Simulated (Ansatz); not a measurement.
BH5N (SMILES B[NH3+]), charge 1, multiplicity 1, relaxed at each level with Ansatz (a first-principles code); harmonic frequencies from differences of analytic forces, average atomic masses, frozen cores.

Problem. Give the equilibrium geometry, the harmonic frequencies and the zero-point energy at PBE0/def2-TZVPP.

Solution. 
(charge 1, multiplicity 1):
```xyz
7

B      0.908     0.108     0.011
N     -0.624    -0.077    -0.022
H      1.537    -0.866     0.234
H      1.294     1.211    -0.159
H     -0.989     0.060     0.929
H     -0.916    -1.017    -0.301
H     -1.106     0.608    -0.609
```
Frequencies (cm⁻¹): 38, 728, 755, 905, 1100, 1117, 1225, 1461, 1623, 1643, 2682, 2831, 3391, 3467, 3508. Zero-point energy 37.85 kcal/mol.

Problem. Give the equilibrium geometry, the harmonic frequencies and the zero-point energy at CCSD(T)/cc-pVDZ.

Solution. 
(charge 1, multiplicity 1):
```xyz
7

B      0.9216     0.1097     0.0104
N     -0.6315    -0.0783    -0.0239
H      1.5530    -0.8781     0.2383
H      1.3069     1.2271    -0.1604
H     -0.9982     0.0609     0.9374
H     -0.9292    -1.0261    -0.3040
H     -1.1208     0.6126    -0.6144
```
Frequencies (cm⁻¹): 48, 726, 750, 885, 1107, 1113, 1233, 1447, 1615, 1636, 2693, 2845, 3378, 3470, 3513. Zero-point energy 37.83 kcal/mol.
